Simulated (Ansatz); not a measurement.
`[F][SnH2][PH]S` + arsine → `[F][SnH2][AsH2]` + `PS` at 700 K and 1 bar (cleavage of the Sn–P bond).

Computed with Ansatz on PBE0-D4/def2-TZVP structures; ΔE is electronic, products minus reactants. CBS: MP2 limit from def2 TZ/QZ plus the TZ coupled-cluster correction, frozen cores. This one scheme is used for every species. def2 core potentials past Kr. For As, Sn outer-core shells are correlated without core-valence functions, which leaves a few kJ/mol of doubt a bond. Scalar relativity is left out up to krypton. Each species was taken in one conformer, which may not be the lowest.

```tsv
species	CCSD(T)/CBS energy (Eh)	H − E (kJ/mol)	S (J/(mol·K))
`[F][SnH2][PH]S`	-1054.97153	167.4	490.6
`[AsH3]`	-2236.79077	87.1	262.7
`[F][SnH2][AsH2]`	-2551.25762	145.2	440.6
`PS`	-740.51379	110.9	323.0
```

H − E and S are ideal-gas, rigid-rotor, harmonic terms from PBE0-D4/def2-TZVP, for one conformer and one mirror image of each species. 1 Eh = 2625.50 kJ/mol, R = 8.31446 J/(mol·K).

**Question.** By hand: ΔE, ΔH, ΔS and ΔG.

**Answer.** ΔE = (-2551.25762) + (-740.51379) − (-1054.97153) − (-2236.79077) = -0.00911 Eh = -23.9 kJ/mol. Δ(H − E) = 145.2 + 110.9 − 167.4 − 87.1 = 1.6, so ΔH = -22.3 kJ/mol. ΔS = 440.6 + 323.0 − 490.6 − 262.7 = 10.3 J/(mol·K). ΔG = -22.3 − 700 × (10.3)/1000 = -29.5 kJ/mol.

**Question.** By hand: the equilibrium constant, and the temperature at which ΔG would vanish if ΔH and ΔS stayed fixed.

**Answer.** log₁₀ K = −ΔG/(RT ln 10) = 2.2. ΔH and −TΔS have one sign here, so there is no such temperature.

The number of gas molecules stays the same, so ΔS is small and ΔH decides. A doubt of 5 kJ/mol in ΔE shifts log₁₀ K by 0.4 here. Other conformers and mirror images would add mixing entropy, several J/(mol·K) or more a flexible species. Modes under 60 cm⁻¹, often nearly free rotors, make the harmonic entropy too high. These are equilibria of isolated gas molecules and say nothing of rates. Largest T1 diagnostic: 0.014 (customary marks: 0.02 for closed shells, 0.045 for open ones).

ΔS is within the doubt of such terms, so its sign, and with it that verdict, could turn.
